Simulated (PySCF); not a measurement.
Point-charge models of `[SiH3][SiH2]c1ccccn1` against its computed dipole.

Coordinates (GFN2-xTB, Å) and charges (e) from the PBE0/pcSseg-1 density (PySCF):

| atom | x | y | z | Mulliken | IAO | Hirshfeld | ESP-fitted |
| --- | --- | --- | --- | --- | --- | --- | --- |
| Si1 | 2.779 | 0.662 | -1.240 | +0.1988 | +0.2897 | +0.2148 | +0.2923 |
| Si2 | 1.803 | -0.360 | 0.588 | +0.4114 | +0.4629 | +0.2383 | +0.0879 |
| C3 | -0.080 | -0.222 | 0.462 | -0.1144 | -0.1252 | -0.0313 | +0.5945 |
| C4 | -0.949 | -1.291 | 0.270 | -0.1205 | -0.1705 | -0.0518 | -0.5900 |
| C5 | -2.308 | -1.052 | 0.168 | -0.0053 | -0.1217 | -0.0294 | +0.2774 |
| C6 | -2.762 | 0.253 | 0.265 | -0.1788 | -0.1793 | -0.0488 | -0.5784 |
| C7 | -1.823 | 1.257 | 0.455 | +0.1533 | -0.0086 | +0.0183 | +0.5065 |
| N8 | -0.527 | 1.030 | 0.545 | -0.4346 | -0.2836 | -0.1550 | -0.7168 |
| H9 | 2.547 | 2.106 | -1.290 | -0.0473 | -0.0885 | -0.0689 | -0.0799 |
| H10 | 4.233 | 0.466 | -1.240 | -0.0665 | -0.1016 | -0.0775 | -0.0894 |
| H11 | 2.299 | 0.113 | -2.514 | -0.0636 | -0.0969 | -0.0742 | -0.0969 |
| H12 | 2.178 | 0.231 | 1.878 | -0.0447 | -0.0930 | -0.0714 | -0.0473 |
| H13 | 2.099 | -1.800 | 0.691 | -0.0865 | -0.1170 | -0.0811 | -0.0810 |
| H14 | -0.555 | -2.295 | 0.204 | +0.0965 | +0.1563 | +0.0514 | +0.1977 |
| H15 | -3.003 | -1.868 | 0.017 | +0.1000 | +0.1595 | +0.0585 | +0.0842 |
| H16 | -3.814 | 0.487 | 0.194 | +0.0991 | +0.1608 | +0.0561 | +0.2084 |
| H17 | -2.124 | 2.295 | 0.537 | +0.1031 | +0.1566 | +0.0518 | +0.0308 |

Task: Compute μ = Σ q r for each scheme (1 e·Å = 4.803 D) and compare with the dipole of the full density.

Result: The full density gives (-1.96, -1.31, -0.24) D, 2.37 D in size; dipole vectors point from the negative to the positive end.

```json
{"scheme": "Mulliken", "μx": "0.46", "μy": "-1.18", "μz": "-0.24", "size (D)": "1.29", "share of the full size (%)": "54", "angle to the full dipole (°)": "77"}
{"scheme": "IAO", "μx": "-0.41", "μy": "-1.06", "μz": "-0.19", "size (D)": "1.15", "share of the full size (%)": "49", "angle to the full dipole (°)": "35"}
{"scheme": "Hirshfeld", "μx": "-0.95", "μy": "-0.62", "μz": "-0.08", "size (D)": "1.14", "share of the full size (%)": "48", "angle to the full dipole (°)": "2"}
{"scheme": "ESP-fitted", "μx": "-1.95", "μy": "-1.31", "μz": "-0.24", "size (D)": "2.36", "share of the full size (%)": "100", "angle to the full dipole (°)": "0"}
```

Task: Which set comes closest?

Result: Length of the difference vector: ESP-fitted 0.01 D, Hirshfeld 1.23 D, IAO 1.57 D, Mulliken 2.42 D. Closest: ESP-fitted. ESP charges are fitted to the potential around the molecule, whose slowest-falling term is the dipole's. The schemes that divide the density aren't constrained to reproduce the dipole.

Task: What is left for the Hirshfeld atoms' own dipoles?

Result: The shares of the density sum to the whole, so what Σ q r misses lies in dipoles about the nuclei. The atomic dipoles sum to (-1.96, -1.31, -0.24) − (-0.95, -0.62, -0.08) = (-1.01, -0.69, -0.16) D, 1.23 D in size.

Task: With the origin at the mean of the coordinates, (0.000, 0.001, -0.001) Å, which are the largest single terms, by size, of the Mulliken dipole along the direction of the full one?

Result: Si2 -2.67, Si1 -2.43, C6 -1.82, H15 +1.69, H16 +1.36 D; all 17 atoms together +0.30 D. The single terms depend on the origin, their sum doesn't.

Task: Give the size of the full dipole in other units.

Result: 2.37 D = 0.932 au = 0.493 e·Å = 7.90 × 10⁻³⁰ C·m.

Geometry: GFN2-xTB, one conformer, isolated molecule.

The run behind these numbers computed NMR shieldings as well. The run took 31 s on an Arm Neoverse V1 with one thread, on a shared host.

Conformer computed: `[SiH3:1][SiH2:2][c:3]1[cH:4][cH:5][cH:6][cH:7][n:8]1`: Si1–Si2–C3–C4 113°.
